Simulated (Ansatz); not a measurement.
Abridged output of a molecular run in Ansatz:

```
Functional definition: HF
1530 factors; integrals over basis functions are off by at most 1.1e-3 eV
mean field evaluation 1: about -37021.5218 eV, gradient 4.9e1 eV
mean field evaluation 2: about -37021.9090 eV, gradient 4.9e1 eV
mean field evaluation 4: about -37027.6312 eV, gradient 6.8e0 eV
mean field evaluation 8: about -37027.7982 eV, gradient 1.1e0 eV
mean field evaluation 16: about -37027.8035 eV, gradient 1.6e-6 eV
mean field -37027.80353495 eV, -1360.7466815628 hartree, gradient 1.7e-6 eV, S^2 0.000000; 1 other end points of the search recorded, 0 dependent functions left out
16 core orbitals not correlated: weight in the atoms' cores, before any rotation towards them, 1.000 or more for the frozen orbitals, at most 0.000 for the correlated occupied ones
reference -37027.80353495 eV, -1360.7466815628 hartree; 20, 20 occupied and 219, 219 virtual orbitals, 1530 factors
second order -33.86100154 eV of doubles, -0.00000000 eV of singles
cycle   1  -31.13942320 eV  change     2.7e0 eV  update   3.1e-1
cycle   2  -32.78219698 eV  change    -1.6e0 eV  update   2.2e-1
cycle   3  -33.18633681 eV  change   -4.0e-1 eV  update   4.5e-2
cycle   4  -33.20165964 eV  change   -1.5e-2 eV  update   2.3e-2
cycle   5  -33.18830586 eV  change    1.3e-2 eV  update   7.1e-3
cycle   6  -33.18781185 eV  change    4.9e-4 eV  update   3.4e-3
cycle   7  -33.18743780 eV  change    3.7e-4 eV  update   1.7e-3
cycle   8  -33.18681266 eV  change    6.3e-4 eV  update   6.7e-4
cycle   9  -33.18747934 eV  change   -6.7e-4 eV  update   3.1e-4
cycle  10  -33.18784715 eV  change   -3.7e-4 eV  update   1.5e-4
cycle  11  -33.18753240 eV  change    3.1e-4 eV  update   7.7e-5
cycle  12  -33.18746467 eV  change    6.8e-5 eV  update   4.6e-5
cycle  13  -33.18755258 eV  change   -8.8e-5 eV  update   1.8e-5
cycle  14  -33.18752814 eV  change    2.4e-5 eV  update   9.4e-6
perturbative correction -2.17917861 eV, -0.0800833368 hartree
Total energy: -37063.17024170 eV, -1362.0463840634 hartree
```

Its atoms:

Cartesian coordinates in Å:
```
C -0.359 0.828 0.687
W 0.306 -0.698 -0.575
S -1.242 -2.135 -0.519
S 0.388 0.203 -2.485
Cl 2.291 -1.483 0.137
H -0.456 0.415 1.697
H -1.320 1.243 0.381
H 0.392 1.626 0.678
```

Which basis set was used?
A. cc-pV(Q+d)Z
B. def2-QZVPP
C. def2-TZVPP
D. def2-TZVPPD

C. It gives 255 functions.

Write the keys of the input that set method, charge and spin (a neutral closed shell needs none for the last two).


```yaml
correlation: {method: ccsd_t}
```
